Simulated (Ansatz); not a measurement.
Steps of a relaxation of `CC1(C)CCCCC1` with RKS PBE0-D4/def2-TZVP.

```sh
$ ansatz run in.yaml --threads 5 --pin off --events-out ev --progress --plain --max-ram 66560MiB --backend cuda --devices 0, --max-vram 37GiB
```

```yaml
crystal:
  periodic: [false, false, false]
  atoms:
    - {symbol: C, position_ang: [0.339033, -1.182605, -1.434433]}
    - {symbol: C, position_ang: [0.363448, -0.782172, 0.053131]}
    - {symbol: C, position_ang: [0.996955, -1.928213, 0.857682]}
    - {symbol: C, position_ang: [-1.074749, -0.528337, 0.573695]}
    - {symbol: C, position_ang: [-1.735182, 0.726246, -0.012931]}
    - {symbol: C, position_ang: [-0.867763, 1.971168, 0.212885]}
    - {symbol: C, position_ang: [0.552186, 1.767534, -0.330736]}
    - {symbol: C, position_ang: [1.199915, 0.507148, 0.257619]}
    - {symbol: H, position_ang: [1.366923, -1.374793, -1.806639]}
    - {symbol: H, position_ang: [-0.106252, -0.401373, -2.081554]}
    - {symbol: H, position_ang: [-0.251241, -2.110966, -1.581912]}
    - {symbol: H, position_ang: [1.036062, -1.684327, 1.939954]}
    - {symbol: H, position_ang: [2.034806, -2.130084, 0.519001]}
    - {symbol: H, position_ang: [0.415868, -2.867320, 0.743635]}
    - {symbol: H, position_ang: [-1.701359, -1.425988, 0.378594]}
    - {symbol: H, position_ang: [-1.027502, -0.420165, 1.681211]}
    - {symbol: H, position_ang: [-2.740068, 0.867584, 0.438298]}
    - {symbol: H, position_ang: [-1.908875, 0.589874, -1.103398]}
    - {symbol: H, position_ang: [-0.810592, 2.179162, 1.305930]}
    - {symbol: H, position_ang: [-1.338656, 2.864572, -0.249133]}
    - {symbol: H, position_ang: [1.183179, 2.653574, -0.106772]}
    - {symbol: H, position_ang: [0.515900, 1.693744, -1.440296]}
    - {symbol: H, position_ang: [1.340828, 0.657899, 1.352126]}
    - {symbol: H, position_ang: [2.217147, 0.357835, -0.165966]}
basis:
  gaussian: {orbitals: def2-TZVP}
hamiltonian: {xc: pbe0, dispersion: d4}
relax: {f_tol: 0.005, max_steps: 150}
```

Positions (Å) and forces (eV/Å) along the path, 5 of 5 steps:

```xyz
24
step=1 energy=-8550.9176 eV
C     0.339   -1.183   -1.434   -0.007   -0.045   -0.195
C     0.363   -0.782    0.053   -0.040    0.086   -0.007
C     0.997   -1.928    0.858    0.068   -0.118    0.102
C    -1.075   -0.528    0.574   -0.014   -0.156    0.173
C    -1.735    0.726   -0.013   -0.173   -0.010   -0.173
C    -0.868    1.971    0.213   -0.054    0.170    0.169
C     0.552    1.768   -0.331    0.077    0.105   -0.208
C     1.200    0.507    0.258    0.164   -0.075    0.149
H     1.367   -1.375   -1.807   -0.471    0.092    0.197
H    -0.106   -0.401   -2.082    0.211   -0.363    0.334
H    -0.251   -2.111   -1.582    0.274    0.430    0.094
H     1.036   -1.684    1.940   -0.028   -0.094   -0.514
H     2.035   -2.130    0.519   -0.488    0.109    0.141
H     0.416   -2.867    0.744    0.259    0.449    0.038
H    -1.701   -1.426    0.379    0.293    0.421    0.064
H    -1.028   -0.420    1.681   -0.006   -0.037   -0.503
H    -2.740    0.868    0.438    0.488   -0.064   -0.188
H    -1.909    0.590   -1.103    0.101    0.061    0.510
H    -0.811    2.179    1.306   -0.019   -0.111   -0.500
H    -1.339    2.865   -0.249    0.227   -0.440    0.193
H     1.183    2.654   -0.107   -0.303   -0.424   -0.078
H     0.516    1.694   -1.440    0.007    0.018    0.523
H     1.341    0.658    1.352   -0.083   -0.071   -0.493
H     2.217    0.358   -0.166   -0.482    0.068    0.172
24
step=2 energy=-8551.0036 eV
C     0.336   -1.172   -1.425   -0.004   -0.005   -0.046
C     0.360   -0.774    0.053   -0.001    0.012    0.033
C     0.989   -1.913    0.852    0.020   -0.039    0.019
C    -1.068   -0.526    0.572    0.025   -0.033    0.013
C    -1.723    0.720   -0.016   -0.068    0.001   -0.013
C    -0.861    1.957    0.214   -0.019    0.047    0.017
C     0.549    1.754   -0.331    0.039    0.050   -0.028
C     1.194    0.503    0.258    0.011   -0.039    0.015
H     1.354   -1.362   -1.791   -0.136    0.027    0.054
H    -0.105   -0.398   -2.063    0.063   -0.111    0.090
H    -0.248   -2.092   -1.568    0.079    0.124    0.024
H     1.027   -1.670    1.922   -0.007   -0.029   -0.147
H     2.016   -2.112    0.515   -0.137    0.027    0.044
H     0.413   -2.841    0.737    0.076    0.124    0.015
H    -1.687   -1.415    0.375    0.089    0.120    0.024
H    -1.021   -0.418    1.668   -0.008   -0.008   -0.154
H    -2.717    0.860    0.431    0.136   -0.017   -0.062
H    -1.891    0.585   -1.095    0.031    0.020    0.158
H    -0.803    2.160    1.297   -0.005   -0.037   -0.154
H    -1.327    2.840   -0.244    0.064   -0.123    0.062
H     1.173    2.631   -0.109   -0.087   -0.118   -0.031
H     0.510    1.678   -1.429    0.001    0.006    0.162
H     1.332    0.653    1.341   -0.024   -0.015   -0.152
H     2.199    0.354   -0.165   -0.140    0.016    0.056
24
step=3 energy=-8551.0112 eV
C     0.336   -1.171   -1.421    0.001   -0.001    0.004
C     0.359   -0.773    0.053   -0.014    0.027   -0.012
C     0.988   -1.910    0.850   -0.007    0.015    0.000
C    -1.064   -0.524    0.569    0.004   -0.010    0.007
C    -1.720    0.719   -0.015    0.020   -0.003   -0.011
C    -0.860    1.954    0.213    0.002   -0.002    0.007
C     0.548    1.752   -0.330   -0.013   -0.018   -0.006
C     1.189    0.502    0.256    0.006   -0.009    0.006
H     1.350   -1.360   -1.784    0.007   -0.002   -0.004
H    -0.103   -0.401   -2.058   -0.004    0.007   -0.005
H    -0.246   -2.087   -1.562   -0.004   -0.006   -0.002
H     1.025   -1.668    1.915    0.001    0.000    0.008
H     2.010   -2.108    0.514    0.004    0.001   -0.003
H     0.414   -2.834    0.735   -0.004   -0.003   -0.002
H    -1.679   -1.409    0.373   -0.009   -0.005    0.001
H    -1.017   -0.415    1.660   -0.001   -0.002    0.012
H    -2.710    0.859    0.431    0.000   -0.002    0.004
H    -1.887    0.585   -1.089   -0.005   -0.001   -0.014
H    -0.801    2.154    1.291   -0.001    0.005    0.012
H    -1.323    2.833   -0.243   -0.002    0.004   -0.002
H     1.169    2.624   -0.108    0.003   -0.001    0.004
H     0.509    1.676   -1.422    0.001    0.002   -0.014
H     1.326    0.651    1.335    0.005    0.001    0.012
H     2.190    0.352   -0.164    0.009    0.004   -0.002
24
step=4 energy=-8551.0113 eV
C     0.335   -1.170   -1.422    0.000    0.000    0.002
C     0.359   -0.772    0.053    0.003   -0.004    0.009
C     0.987   -1.909    0.850    0.002   -0.005   -0.003
C    -1.064   -0.525    0.570    0.006    0.006   -0.007
C    -1.719    0.718   -0.015   -0.005    0.001    0.004
C    -0.859    1.953    0.214    0.001   -0.004   -0.003
C     0.548    1.750   -0.330    0.003    0.005    0.003
C     1.190    0.501    0.257   -0.009   -0.001   -0.005
H     1.349   -1.359   -1.784    0.001    0.000    0.000
H    -0.104   -0.400   -2.058    0.000    0.000   -0.001
H    -0.246   -2.086   -1.563   -0.001   -0.001    0.000
H     1.025   -1.666    1.916    0.000    0.001    0.000
H     2.009   -2.106    0.514    0.002   -0.001    0.000
H     0.413   -2.833    0.735    0.000   -0.002    0.001
H    -1.680   -1.410    0.374    0.000   -0.001    0.000
H    -1.018   -0.416    1.661    0.000    0.001    0.000
H    -2.709    0.858    0.431   -0.003    0.001    0.000
H    -1.886    0.584   -1.090    0.000    0.000    0.001
H    -0.801    2.154    1.291    0.000    0.000    0.000
H    -1.323    2.832   -0.243    0.000    0.001    0.000
H     1.169    2.623   -0.108    0.001    0.003   -0.001
H     0.509    1.675   -1.423    0.000    0.000    0.001
H     1.327    0.651    1.335    0.000    0.001    0.000
H     2.191    0.352   -0.164    0.000   -0.001    0.000
24
step=5 energy=-8551.0113 eV
C     0.335   -1.170   -1.421    0.000    0.000    0.000
C     0.359   -0.772    0.053    0.000    0.000    0.000
C     0.987   -1.909    0.850    0.000    0.000    0.000
C    -1.064   -0.525    0.570    0.000    0.000    0.000
C    -1.720    0.719   -0.015    0.000    0.000    0.000
C    -0.859    1.953    0.214    0.000    0.000    0.000
C     0.548    1.751   -0.330    0.000    0.000    0.000
C     1.190    0.501    0.257    0.000    0.000    0.000
H     1.350   -1.360   -1.784    0.000    0.000    0.000
H    -0.104   -0.400   -2.058    0.000    0.000    0.000
H    -0.246   -2.086   -1.563    0.000    0.000    0.000
H     1.025   -1.667    1.916    0.000    0.000    0.000
H     2.009   -2.106    0.513    0.000    0.000    0.000
H     0.413   -2.833    0.735    0.000    0.000    0.000
H    -1.680   -1.410    0.374    0.000    0.000    0.000
H    -1.018   -0.416    1.661    0.000    0.000    0.000
H    -2.709    0.858    0.431    0.000    0.000    0.000
H    -1.887    0.584   -1.090    0.000    0.000    0.000
H    -0.801    2.154    1.291    0.000    0.000    0.000
H    -1.323    2.832   -0.243    0.000    0.000    0.000
H     1.169    2.623   -0.108    0.000    0.000    0.000
H     0.509    1.675   -1.423    0.000    0.000    0.000
H     1.327    0.652    1.335    0.000    0.000    0.000
H     2.191    0.352   -0.164    0.000    0.000    0.000
```

Run time 37 s (5 threads of an AMD EPYC 7R13 on a shared host and a share of an NVIDIA H100 80 GB); peak host memory 1.1 GiB.
